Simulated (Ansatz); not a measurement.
Consider the formal exchange of groups at the Si–S bond: `OC(S)S[SiH3]` + `[CH3][GeH]([CH3])[Cl]` → `[CH3][GeH]([SiH3])[Cl]` + `CSC(O)S`.

Computed with Ansatz on PBE0-D4/def2-TZVP structures; ΔE is electronic, products minus reactants. CBS: MP2 limit from def2 TZ/QZ plus the TZ coupled-cluster correction, frozen cores. DFT in def2-TZVPP. B3LYP here is the variant with VWN-RPA as its local correlation; programs differ in this. For Ge outer-core shells are correlated without core-valence functions, which leaves a few kJ/mol of doubt a bond. Scalar relativity is left out up to krypton. Each species was taken in one conformer, which may not be the lowest.

| level | ΔE (eV) |
| --- | --- |
| PBE-D4 | 0.78 |
| B3LYP | 0.84 |
| CCSD(T)/def2-TZVPP | 0.92 |
| HF/def2-QZVPP | 0.93 |

(1) What does CCSD(T)/CBS give? (Best estimate.)

Largest T1 diagnostic among the species: 0.012.

Answers

(1) The calculation gave: +0.90 eV. The listed levels differ from it by -0.12, -0.06, 0.02, 0.03 eV.

From PBE to PBE0 (25 % exact exchange), in def2-TZVPP and without D4, ΔE moves by +0.04 eV.
